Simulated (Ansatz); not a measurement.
Name a neutral molecule of B, C, O and H with HOMO–LUMO gap (ωB97M-V/def2-TZVPP) between 9.80 and 10.10 eV and LUMO energy (B3LYP/def2-TZVPP) between -2.20 and -1.90 eV (Ansatz, PBE0-D4/def2-TZVP geometry).

`BB(C)O` (9.94 eV, -2.13 eV); `BCC=O` (10.05 eV, -2.02 eV); `BB(C)OC` (10.03 eV, -1.97 eV); `BCC(C)=O` (9.86 eV, -1.92 eV). Other molecules can fit too; these were computed, each in one conformer that needn't be the lowest.

B3LYP here is the variant with VWN-RPA as its local correlation; programs differ in this.
